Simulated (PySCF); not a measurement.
# Reading the logs of faulty runs: CH4OSi2

Calculated results; nothing here was measured. They come from PySCF 2.14.0, an open-source quantum chemistry program, on an isolated molecule that a program drew, which may never have been made. The molecule is CH4OSi2 (charge 0, singlet), drawn as the SMILES string `C=[Si](O)[SiH]`.

Each row is a Hartree-Fock (HF) and frozen-core CCSD(T) single point in the cc-pV(D+d)Z basis, meant for a local HF minimum. Run 1 is clean. Each other run has one planted mistake out of seven kinds, and not every kind appears here: one electron removed, one electron added, multiplicity raised by two, geometry at a saddle point, minimal basis STO-3G, one bond length entered in bohr, all coordinates scaled. The reference is restricted for singlets and unrestricted otherwise, and also for a bond in bohr. Adding or removing an electron swaps singlet and doublet. Electrons count all cores. HOMO and LUMO are orbital energies over both spins, the gradient is its largest component, and the lowest frequency (negative if imaginary) is given only where the gradient is small. Bond lengths are over the 7 bonds as drawn. T1 is the CCSD diagnostic: over 0.02 (restricted) or 0.045 (unrestricted) a single reference is doubtful.

Geometry of the clean run:
```xyz
8
CH4OSi2, angstrom
C     0.2198    1.8794    0.7556
Si   -1.3411    1.5121    0.1908
O    -1.6482    1.1108   -1.3769
Si   -3.2895    1.5181    1.5397
H     1.1294    1.8850    0.1628
H     0.3493    2.1356    1.8017
H    -0.9292    1.0837   -1.9919
H    -2.4519    1.9160    2.7343
```

| run | electrons | basis functions | <S^2> | HOMO (eV) | LUMO (eV) | gradient (hartree/bohr) | lowest frequency (cm^-1) | mean bond (Å) | longest bond (Å) | T1 | HF (hartree) | CCSD(T) (hartree) | mistake |
|---|---|---|---|---|---|---|---|---|---|---|---|---|---|
| 1 | 46 | 94 | 0.000 | -8.18 | -0.33 | 1.2e-05 | 93 | 1.4780 | 2.370 | 0.0209 | -692.86292 | -693.42727 | no fault |
| 2 | 46 | 94 | 2.072 | -7.71 | 0.68 | 6.7e-03 | - | 1.6941 | 3.213 | 0.0395 | -692.74345 | -693.25484 | one bond length entered in bohr |
| 3 | 45 | 94 | 1.288 | -14.63 | -5.89 | 7.0e-02 | - | 1.4780 | 2.370 | 0.0682 | -692.62521 | -693.13643 | ? |
| 4 | 46 | 94 | 2.137 | -7.60 | -0.34 | 4.6e-02 | - | 1.4780 | 2.370 | 0.0299 | -692.84807 | -693.38673 | ? |

**Which mistake was planted in run 3, and what did it cost?**

It counts 45 electrons, one fewer than the clean run, at the same geometry and basis. So the mistake is: one electron removed. Subtracting run 1 and multiplying by 627.51 kcal/mol a hartree, the energy moved by 149.2 kcal/mol in HF and 182.5 kcal/mol in CCSD(T).

**Which mistake was planted in run 4, and what did it cost?**

Electrons, basis and geometry are unchanged, and <S^2> is 2.137, beside S(S+1) = 2.00 for a multiplicity of 3. So the mistake is: multiplicity raised by two. Subtracting run 1 and multiplying by 627.51 kcal/mol a hartree, the energy moved by 9.3 kcal/mol in HF and 25.4 kcal/mol in CCSD(T).

Cautions from the logs. Run 1: T1 is over the limit, so its CCSD(T) energy is less reliable; run 3: T1 is over the limit, so its CCSD(T) energy is less reliable.
